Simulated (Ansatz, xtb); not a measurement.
# GeH6PSi+: which of two structures lies lower

We compare X, a singlet given by its coordinates, with Y, `[SiH3][Ge][PH3+]`, a singlet. Both are isolated ions in the gas phase, relaxed with PBE-D3(BJ)/def2-SVP.

X (Å):

```xyz
9

Ge    0.2508    2.2324    0.5186
P    -0.7570    0.7568   -1.0743
Si   -0.7341   -1.3055   -0.5729
H    -1.0943   -1.7004    0.8203
H    -0.7245   -2.3405   -1.6489
H    -0.1145    0.7921   -2.3512
H     1.7623    2.1171    0.2493
H    -0.3829    3.5863    0.1597
H    -0.2269    1.6239    1.8497
```

Close contacts (Å): Ge1–P2 2.39, P2–Si3 2.12, Ge1–H7 1.54, Ge1–H8 1.54, Ge1–H9 1.54, P2–H6 1.43, Si3–H4 1.49, Si3–H5 1.49.

Y (Å):

```tsv
atom	x (Å)	y (Å)	z (Å)
Ge	-0.8299	0.8911	-1.9736
P	0.2855	2.2461	-0.1782
Si	-0.7873	-1.0057	-0.3670
H	-1.7567	-2.0685	-0.7806
H	-0.9432	-0.5845	1.0687
H	0.6446	-1.4384	-0.6039
H	1.0856	1.6294	0.8320
H	-0.7342	2.8876	0.5889
H	1.0856	3.3504	-0.5978
```

**Question.** Estimate E(Y) − E(X) at the level CCSD(T)/def2-TZVP.

**Answer.** Too close to call at this level: CCSD(T)/def2-TZVP gives E(Y) − E(X) = +3.23 kJ/mol.

How the difference moves with the method:

```tsv
level	geometry	E(Y) − E(X) (kJ/mol)	departure from the last row (kJ/mol)	job, with rough time for the two
GFN2-xTB	GFN2-xTB	−26.42	−29.65	optimisation, 0.28 s
HF/STO-3G	GFN2-xTB	+59.21	+55.98	single point, 0.36 s
r2SCAN-D4/def2-SVP	GFN2-xTB	−21.20	−24.43	single point, 3.8 s
PBE-D3(BJ)/def2-SVP	PBE-D3(BJ)/def2-SVP	−11.54	−14.77	optimisation, 71 s
HF/def2-TZVP	PBE-D3(BJ)/def2-SVP	−19.91	−23.14	part of the CCSD(T) run
MP2/def2-TZVP	PBE-D3(BJ)/def2-SVP	+12.40	+9.17	part of the CCSD(T) run
CCSD(T)/def2-TZVP	PBE-D3(BJ)/def2-SVP	+3.23		single point, 67 s
```

The largest departure from CCSD(T)/def2-TZVP is that of HF/STO-3G, 55.98 kJ/mol.

With harmonic frequencies from PBE-D3(BJ)/def2-SVP (ideal gas, rigid rotor, one conformer each, 298.15 K, 1 atm): the zero-point term adds +2.80 kJ/mol; ΔH is +7.56 and ΔG +3.92 kJ/mol.

The correlated steps freeze 19 core orbitals; the filled d shell of Ge is correlated, in a basis made for valence electrons. Programs: Ansatz 0.2.0, xtb 6.7.1; the last row on 2 threads of Arm Neoverse V1 on a shared host.
